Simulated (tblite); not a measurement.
C8H16P (charge +1).
Cartesian coordinates in Å at the GFN2-xTB level; atoms count from 1:
```
atom  x, y, z in Å
C1    -2.835   -0.184    0.612
C2    -2.159    0.355   -0.655
C3    -0.689    0.494   -0.442
C4     0.212   -0.491   -0.615
C5     0.016   -1.895   -1.084
P6     1.844    0.096   -0.181
C7     2.771   -0.925    0.985
C8     1.296    1.696    0.483
C9    -0.170    1.827    0.023
H10   -3.902   -0.291    0.439
H11   -2.430   -1.156    0.881
H12   -2.691    0.496    1.448
H13   -2.362   -0.326   -1.482
H14   -2.586    1.327   -0.901
H15    0.694   -2.120   -1.907
H16    0.221   -2.602   -0.279
H17   -1.003   -2.055   -1.422
H18    2.656    0.256   -1.292
H19    2.159   -1.105    1.870
H20    3.692   -0.418    1.273
H21    3.021   -1.879    0.518
H22    1.919    2.524    0.142
H23    1.363    1.652    1.573
H24   -0.252    2.534   -0.805
H25   -0.796    2.213    0.828
```

Level: GFN2-xTB in tblite, geometry and Hessian alike; calculated harmonic values, unscaled, isolated species. This tight-binding method is rough: wavenumbers can miss measured ones by several per cent, in bad cases by 10 to 20. Modes of hydrogen on phosphorus can be 10 to 20 % off. One conformer, not necessarily the lowest.

Harmonic wavenumbers (cm⁻¹): 43.8, 65.0, 71.4, 94.1, 154.2, 169.0, 197.8, 210.6, 223.3, 282.9, 345.0, 356.0, 426.3, 521.5, 553.2, 645.1, 681.6, 728.2, 763.4, 797.6, 813.1, 828.1, 867.7, 884.2, 922.7, 941.1, 990.1, 1009.8, 1026.0, 1046.9, 1065.2, 1086.0, 1109.6, 1144.2, 1167.6, 1204.1, 1211.9, 1241.1, 1295.4, 1309.4, 1310.1, 1388.0, 1390.0, 1402.4, 1403.9, 1409.6, 1451.7, 1455.8, 1460.3, 1480.8, 1490.9, 1493.6, 1647.6, 2345.3, 2948.4, 2970.4, 2987.0, 2989.5, 2993.3, 2995.7, 2996.9, 2998.8, 3002.2, 3005.0, 3012.1, 3048.3, 3051.4, 3064.4, 3066.3.

A = 2083, B = 987.2, C = 789.4 MHz; mass 143.099 u (most abundant isotopes); point group C1, symmetry number 1.

Question: Zero-point energy?

Answer: Half the sum of the wavenumbers: 47377 cm⁻¹ = 566.76 kJ/mol.

Question: Entropy at 350 K, 1 bar (ideal gas, RRHO, classical rotation)?

Answer: Translation 174.09, rotation 126.15, vibration 184.46: S = 484.7 J/(mol K).

Question: And Cp and H(350 K) − H(0)?

Answer: Cp = 219.78 J/(mol K), of which vibrations give 186.52 (their classical limit is 69 R = 573.7); H(350 K) − H(0) = 44.76 kJ/mol without the zero-point energy, 33.12 from vibrations.

Question: How do the functions run with temperature in this model?

Answer: 
| T (K) | S (J/(mol K)) | Cp (J/(mol K)) | H − H(0) (kJ/mol) | G − H(0) (kJ/mol) | ln q(vib) |
| --- | --- | --- | --- | --- | --- |
| 50 | 253.9 | 63.4 | 2.28 | -10.42 | 0.73 |
| 100 | 307.5 | 93.4 | 6.23 | -24.52 | 2.39 |
| 298.15 | 451.8 | 191.3 | 34.10 | -100.61 | 9.12 |
| 373.15 | 499.2 | 232.3 | 49.99 | -136.28 | 11.56 |
| 500 | 576.1 | 294.3 | 83.52 | -204.52 | 15.66 |
| 750 | 713.6 | 383.4 | 169.04 | -366.13 | 23.55 |
| 1000 | 832.6 | 442.9 | 272.80 | -559.75 | 31.01 |

q(vib) and H(0) count from the zero-point level.

Question: Blend soft modes into free rotors: weight 1/[1 + (100 cm⁻¹/ν̃)⁴] for the oscillator and the rest for a rotor with moment μB/(μ + B), μ = h/(8π²ν), B = 10⁻⁴⁴ kg m². What vibrational entropy results?

Answer: 168.17 J/(mol K) in place of 184.46, which changes −T·S at 350 K by +5.70 kJ/mol.

Question: What must be added to the electronic energy to get the Gibbs energy at 350 K and 1 bar?

Answer: ZPE + [H(350 K) − H(0)] − T·S = 566.76 + 44.76 − 169.65 = 441.87 kJ/mol.

Hindered rotation and anharmonicity are outside this model. Other conformers, if any are populated, would add a mixing term that is left out. The structure is chiral; the term R ln 2 for an equal mix with its mirror image is left out.
